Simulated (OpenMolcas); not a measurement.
**Ti3+ in Cs2NaYBr6: curves along the breathing mode**

Ti3+ with its 6 nearest bromide ions, on the Y site of Cs2NaYBr6 (a = 11.3047 Å, distance in the model lattice 2.765 Å). The rest of the host is ab initio model potentials to 7.6 Å, with orthogonalisation functions on the cations behind the ligands, and point charges beyond; the distance is set by hand and nothing relaxes. Ligand basis ANO-RCC-VDZP.

```yaml
Program: OpenMolcas 26.06
Method: CASSCF
Basis: ANO-RCC-VDZP [5s4p2d1f]
Scalar_Hamiltonian: DKH2, point nucleus
Active_space: 1 electron in 5 orbitals (3d)
State_averaging: 2S+1 = 2 even, 5 roots
Spin-orbit_coupling: RASSI with atomic mean-field integrals over the reference wave functions
```

Spin-free energies (labels of O, the rotations of Oh) in cm-1 above the lowest fitted minimum, as all ligands move together:

```json
{"R (Å)": "2.47", "2T2": "6610", "2E": "19770"}
{"R (Å)": "2.528", "2T2": "2310", "2E": "14010"}
{"R (Å)": "2.587", "2T2": "270", "2E": "10680"}
{"R (Å)": "2.645", "2T2": "220", "2E": "9540"}
{"R (Å)": "2.703", "2T2": "1850", "2E": "10220"}
{"R (Å)": "2.761", "2T2": "4950", "2E": "12500"}
{"R (Å)": "2.819", "2T2": "9360", "2E": "16200"}
```

Cubic fits give the following; the wavenumber is harmonic, with the mass of all moving ligands, small differences in it between states hang on the degree of the fit, a number in brackets counts states of one label, and the table is a selection of at most 14 states with clean curves.

```
State  R0 (Å)  Breathing mode (cm-1)  Minimum (cm-1)
  2T2   2.618                    196               0
   2E   2.651                    196            9510
```

The minimum of 2E is shifted by +0.0331 Å against 2T2 (from the unrounded fits). With M = 479.4 u for the moving shell, the Huang-Rhys factor in this mode is S = M ω ΔR² / 2ħ = 0.01483 × 479.4 × 196 × 0.0331² = 1.53. Only the first shell moves, against a rigid host.

An orbital triplet at a regular site is open to Jahn-Teller coupling, which can distort the site and quench the lowest spin-orbit gaps and is left out. Ligand-to-metal charge-transfer states are missing. With metal d orbitals alone and no dynamic correlation the field as a rule comes out too small, by tens of per cent, by up to half for chloride and softer ligands. The least metal-like active orbital is 83 % on the metal (Löwdin) and no ligand orbital is active, so the numbers are rough (holds for R = 2.47). The least metal-like active orbital is 85 % on the metal (Löwdin) and no ligand orbital is active, so the numbers are rough (holds for R = 2.528). No measured value stands beside these numbers.
